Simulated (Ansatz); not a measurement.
A made-up structure of SiH3SeO (charge -1), singlet:

```csv
atom,x (Å),y (Å),z (Å)
O1,1.9902,-1.0862,1.2190
Se2,0.5998,-1.6154,0.3469
Si3,-0.4296,0.3083,-0.2620
H4,-1.6729,-0.0247,-1.0395
H5,0.3798,1.2250,-1.1361
H6,0.3700,-3.0327,-0.1205
```

It is relaxed with PBE-D4/def2-SVPD and then PBE0-D4/def2-TZVPD (Ansatz 0.2.0). Atoms count as bonded within 1.22 times the sum of their covalent radii (H–H: 0.88 Å). The end point is not checked to be a true minimum.

Problem. Does its bonding change? (Judge from chemistry; the calculation decides.)

Solution. The calculation gives: No: no bond forms or breaks.

Where it ends: The first stage lowers the energy by 1.86 eV in 11 steps. It ends as SiH₃SeO ([O][SeH][SiH2]), total charge -1:
```xyz
6
angstrom
O 1.8651 -1.3915 1.4140
Se 0.3670 -1.5603 0.6719
Si -0.4203 0.5913 -0.1836
H -1.6317 -0.1956 -0.7225
H 0.3556 0.4890 -1.5018
H 0.7015 -2.1586 -0.6702
```

Labels in which every atom is bracketed show which atoms are joined, not bond orders.

For scale, one of the runs: PBE0-D4/def2-TZVPD relaxation, 167 basis functions, launched by `ansatz run in.yaml --threads 2 --pin off --events-out ev --progress --plain --max-ram 4352MiB`. Hardware: 2 CPU threads of an Arm Neoverse V2, shared host. Wall time about 37 s.
